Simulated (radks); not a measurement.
The aluminium anion Al- inside a hard spherical wall (all orbitals vanish at R), configuration held at [Ne] 3s2 3p2 and not refilled when levels cross. Method: scalar-relativistic Kohn-Sham, LDA (Slater exchange, VWN5 correlation), spin-polarised, spherical densities, point nucleus; open shells are filled with parallel spins first; computed with a radial shooting solver on a logarithmic mesh with Libxc functionals. Eigenvalues in eV for spin up, with the zero of energy where the potential of the charges vanishes at infinity; a dash marks a level that is unbound or too diffuse for the functional's potential to be trusted. A positive occupied level is held by the wall or, in an anion where self-interaction has pushed it up, behind a barrier. The pressure on the wall is -dE/dV.

R (bohr)  E (hartree)  kinetic (hartree)    e(2s)    e(2p)   e(3s)   e(3p)  e(4s, empty)  e(3d, empty)  pressure (GPa)
10         -241.78682            242.010  -101.12  -63.339  -2.339   2.136         4.365         5.519           0.141
8          -241.76366            242.089  -100.01  -62.229  -1.583   2.996         7.011         7.481           0.755
7          -241.73325            242.196  -98.933  -61.155  -0.884   3.850         9.667         9.114            2.08
5          -241.49800            242.957  -93.804  -56.022   2.660   8.323        23.389        16.030            24.6
4          -241.03025            244.275  -87.744  -49.955   7.851  14.749        42.758        24.364             114
3.5        -240.49664            245.650  -82.904  -45.105  13.026  20.956        61.173        31.592             274
2          -232.22476            264.422  -48.827  -10.236  81.314  93.726        262.35        96.205            9390
1.5        -217.18624            296.353  -12.992   28.199  194.68  200.87        540.12        172.71           54900
